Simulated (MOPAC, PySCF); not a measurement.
[Ag(H2O)(F)], neutral singlet in the gas phase. 

Cartesian coordinates (Å):
```xyz
5

Ag     0.0090     0.0170    -0.0126
O      0.9688     0.2033    -1.9424
H      1.4255     1.0482    -2.0646
H      0.3532     0.1329    -2.6863
F     -0.8606    -0.1376     1.7149
```
Charge 0, spin multiplicity 1.

All levels are single points at this geometry (r2SCAN-D4/def2-SVP); Pople sets use spherical d functions. Orbital energies aren't observables, and empty levels follow the basis.

SVWN5/6-31G* (LANL2DZ on Ag) in PySCF gives HOMO (eV) = -5.58.

Estimate the HOMO (eV) from each of these levels: B3LYP-D3(BJ)/def2-TZVP in PySCF; PBE-D3(BJ)/def2-TZVP in PySCF; TPSSh-D3(BJ)/def2-TZVP in PySCF; B3LYP/6-311+G** (LANL2DZ on Ag) in PySCF; B3LYP/6-31G* (LANL2DZ on Ag) in PySCF; B3LYP/LANL2DZ in PySCF; BP86/6-31G* (LANL2DZ on Ag) in PySCF; M06-2X/6-31G* (LANL2DZ on Ag) in PySCF; PBE/6-31G* (LANL2DZ on Ag) in PySCF; HF/6-31G* (LANL2DZ on Ag) in PySCF; PM6 in MOPAC; PM7 in MOPAC.


| level | HOMO (eV) |
|---|---|
| B3LYP-D3(BJ)/def2-TZVP in PySCF | -7.00 |
| PBE-D3(BJ)/def2-TZVP in PySCF | -5.77 |
| TPSSh-D3(BJ)/def2-TZVP in PySCF | -6.28 |
| B3LYP/6-311+G** (LANL2DZ on Ag) in PySCF | -7.12 |
| B3LYP/6-31G* (LANL2DZ on Ag) in PySCF | -6.66 |
| B3LYP/LANL2DZ in PySCF | -6.82 |
| BP86/6-31G* (LANL2DZ on Ag) in PySCF | -5.44 |
| M06-2X/6-31G* (LANL2DZ on Ag) in PySCF | -8.32 |
| PBE/6-31G* (LANL2DZ on Ag) in PySCF | -5.32 |
| HF/6-31G* (LANL2DZ on Ag) in PySCF | -10.27 |
| PM6 in MOPAC | -8.05 |
| PM7 in MOPAC | -9.81 |
